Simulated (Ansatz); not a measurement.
One change: `[NH2][Sc]([NH2])[F]` becomes `[NH2][Sc]([NH2])[NH2]`.

Ansatz, PBE0-D4/def2-TZVP geometries, multiplicity 1. Each molecule was computed in one conformer, which needn't be the lowest.

Scalar relativity is left out up to krypton.

```tsv
property	`[NH2][Sc]([NH2])[F]`
HOMO–LUMO gap (PBE/def2-TZVPP) / eV	3.42
size of the dipole moment (B3LYP/def2-TZVPP) / D	2.23
size of the dipole moment (ωB97M-V/def2-TZVPP) / D	2.16
LUMO energy (B3LYP/def2-TZVPP) / eV	-1.83
ideal-gas entropy at 298 K and 1 bar (rigid rotor, harmonic PBE0-D4/def2-TZVP) / J/(mol·K)	336
HOMO energy (PBE/def2-TZVPP) / eV	-5.75
```

(1) Give the same properties after the change, and the shifts. (Estimate.)

Results:

(1) The calculation gave: 
```csv
property,`[NH2][Sc]([NH2])[NH2]`,shift
HOMO–LUMO gap (PBE/def2-TZVPP) / eV,3.43,0.01
size of the dipole moment (B3LYP/def2-TZVPP) / D,0.00,-2.23
size of the dipole moment (ωB97M-V/def2-TZVPP) / D,0.00,-2.16
LUMO energy (B3LYP/def2-TZVPP) / eV,-1.39,0.44
"ideal-gas entropy at 298 K and 1 bar (rigid rotor, harmonic PBE0-D4/def2-TZVP) / J/(mol·K)",347,11
HOMO energy (PBE/def2-TZVPP) / eV,-5.31,0.44
```

The zero-point energy changes by 57.1 kJ/mol with +6 modes.

B3LYP here is the variant with VWN-RPA as its local correlation; programs differ in this.
